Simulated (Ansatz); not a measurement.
Results of the Gaussian-basis code of Ansatz.

FH₃S₂Si, SMILES `F[SiH](S)S` at its PBE0-D4/def2-TZVP geometry, where that method's forces vanish. Charge 0, multiplicity 1.

```json
{"atom": "F1", "x (Å)": "-0.854", "y (Å)": "-1.324", "z (Å)": "-0.707"}
{"atom": "Si2", "x (Å)": "-0.201", "y (Å)": "-0.034", "z (Å)": "-0.031"}
{"atom": "S3", "x (Å)": "1.082", "y (Å)": "1.025", "z (Å)": "-1.334"}
{"atom": "S4", "x (Å)": "1.046", "y (Å)": "-0.656", "z (Å)": "1.561"}
{"atom": "H5", "x (Å)": "-1.343", "y (Å)": "0.812", "z (Å)": "0.372"}
{"atom": "H6", "x (Å)": "0.085", "y (Å)": "1.782", "z (Å)": "-1.825"}
{"atom": "H7", "x (Å)": "0.184", "y (Å)": "-1.607", "z (Å)": "1.964"}
```

(1) For each bond, give half the difference of the two atoms' forces along it (eV/Å; positive pushes the atoms apart) under PBE-D4, r2SCAN-D4, B3LYP-D4, ωB97M-V in def2-TZVPP. (Estimate.)

Answers

(1) The calculation gave: 
| bond | length (Å) | PBE-D4 | r2SCAN-D4 | B3LYP-D4 | ωB97M-V |
| --- | --- | --- | --- | --- | --- |
| F1–Si2 | 1.596 | 0.53 | 0.04 | 0.16 | 0.14 |
| Si2–S3 | 2.114 | 0.08 | 0.05 | 0.13 | 0.02 |
| Si2–S4 | 2.115 | 0.09 | 0.04 | 0.13 | 0.03 |
| Si2–H5 | 1.477 | 0.00 | -0.05 | -0.18 | -0.21 |
| S3–H6 | 1.344 | 0.26 | 0.01 | -0.03 | -0.09 |
| S4–H7 | 1.345 | 0.26 | 0.01 | -0.03 | -0.09 |

B3LYP here is the variant with VWN-RPA as its local correlation; programs differ in this.
